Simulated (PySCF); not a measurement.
BH3, SMILES B.

Geometry optimised at B3LYP-D3(BJ)/def2-TZVPD. The isomer is the one that the SMILES or the coordinates give; other isomers of the formula were not compared.

Two levels are set side by side: PBE/def2-TZVPD (PySCF) and PBE0/def2-TZVPD (PySCF). Same geometry, gas phase. Differences are taken from unrounded values.

```json
[
 {"quantity": "orbital gap (eV)", "PBE0": "7.98"},
 {"quantity": "highest occupied level (eV)", "PBE0": "-9.93"},
 {"quantity": "lowest empty level (eV)", "PBE0": "-1.95"},
 {"quantity": "mean polarisability (bohr³)", "PBE0": "17.5"}
]
```

Q: What does PBE give, and how far is it from PBE0? (Estimate from the structure and the level; the computed values follow.)

A: 
```json
[
 {"quantity": "orbital gap (eV)", "PBE": "5.43", "PBE minus PBE0": "-2.55"},
 {"quantity": "highest occupied level (eV)", "PBE": "-8.48", "PBE minus PBE0": "1.45"},
 {"quantity": "lowest empty level (eV)", "PBE": "-3.05", "PBE minus PBE0": "-1.10"},
 {"quantity": "mean polarisability (bohr³)", "PBE": "18.1", "PBE minus PBE0": "0.6"}
]
```

PBE's occupied levels lie high since its potential decays too fast outside the molecule; exact exchange lowers them and widens the gap. Loosely held outer electrons make PBE densities more polarisable. Differences between two approximate levels are no errors against the true value.

Rough cost on one machine, each run with all the roots and properties that it gave: PBE0 against PBE within a factor of 2.
